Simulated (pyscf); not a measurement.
## HO–Se•, doublet

Gas-phase minimum from PySCF at ωB97X-D3(BJ)/def2-SVP, one conformer. 

```
O
H 1 0.9681
Se 1 1.7799 2 107.80
```
Charge 0, spin multiplicity 2.

Properties at ωB97X-D3(BJ)/def2-SVP:

```json
{
  "harmonic_wavenumbers_unscaled": "737, 1105, 3842 cm⁻¹",
  "zero_point_energy": "8.1 kcal/mol",
  "rotational_symmetry_number": "1",
  "Entropy of this conformer at 298 K and 1 atm, rigid rotor and harmonic oscillator, modes under 100 cm⁻¹ raised to 100": "252.1 J/(mol K)",
  "dipole_moment": "1.56 D",
  "Spin expectation value S2": "0.753"
}
```

Single-point totals, which compare only within one level (frozen core for MP2 and CC):

| level | total energy (hartree) |
|---|---|
| ωB97X-D3(BJ)/def2-TZVP | -2477.30015 |
| PBE/def2-TZVP | -2476.93258 |
| r²SCAN/def2-TZVP | -2477.31782 |
| B3LYP-D3(BJ)/def2-TZVP | -2477.40676 |
| PBE0-D3(BJ)/def2-TZVP | -2477.00335 |
| M06-2X/def2-TZVP | -2477.36046 |
| ωB97M-D3(BJ)/def2-TZVP | -2477.39225 |
| UHF/def2-TZVPP | -2475.28905 |
| MP2/def2-TZVPP | -2475.77778 |
| CCSD/def2-TZVPP | -2475.78689 |
| CCSD(T)/def2-TZVPP | -2475.80557 |

The CCSD(T) − MP2 part came from Ansatz, without density fitting, on the same reference. The frozen core leaves the outer d or s,p core shells of the metals and heavy elements correlated in the MP2 and CC values, and def2-TZVPP describes them poorly, so these totals are far from the basis limit. Elements up to Kr have no core potential and no relativistic terms here.
